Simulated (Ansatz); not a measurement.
Start from `[BH2][GaH][F]` and change one atom or group to get `[BH2][GaH2]`.

Ansatz, PBE0-D4/def2-TZVP geometries, multiplicity 1. 

Scalar relativity is left out up to krypton.

```tsv
property	`[BH2][GaH][F]`
HOMO energy (B3LYP/def2-TZVPP) / eV	-7.84
HOMO energy (ωB97M-V/def2-TZVPP) / eV	-10.18
LUMO energy (PBE/def2-TZVPP) / eV	-3.78
zero-point energy (PBE0-D4/def2-TZVP) / kJ/mol	74.1
LUMO energy (ωB97M-V/def2-TZVPP) / eV	-0.77
HOMO–LUMO gap (PBE/def2-TZVPP) / eV	2.99
```

(1) What does the change do to each property? (An estimate is asked.)

## Answers

(1) The calculation gave: 
| property | `[BH2][GaH2]` | shift |
| --- | --- | --- |
| HOMO energy (B3LYP/def2-TZVPP) / eV | -7.43 | 0.41 |
| HOMO energy (ωB97M-V/def2-TZVPP) / eV | -9.77 | 0.41 |
| LUMO energy (PBE/def2-TZVPP) / eV | -3.24 | 0.54 |
| zero-point energy (PBE0-D4/def2-TZVP) / kJ/mol | 84.1 | 10.0 |
| LUMO energy (ωB97M-V/def2-TZVPP) / eV | -0.29 | 0.48 |
| HOMO–LUMO gap (PBE/def2-TZVPP) / eV | 3.24 | 0.25 |

With PBE0 the HOMO rises by 0.40 eV and the LUMO rises by 0.52 eV, so the gap widens by about 0.12 eV. PBE moves the HOMO by 0.30 eV and ωB97M-V by 0.41 eV.

B3LYP here is the variant with VWN-RPA as its local correlation; programs differ in this.
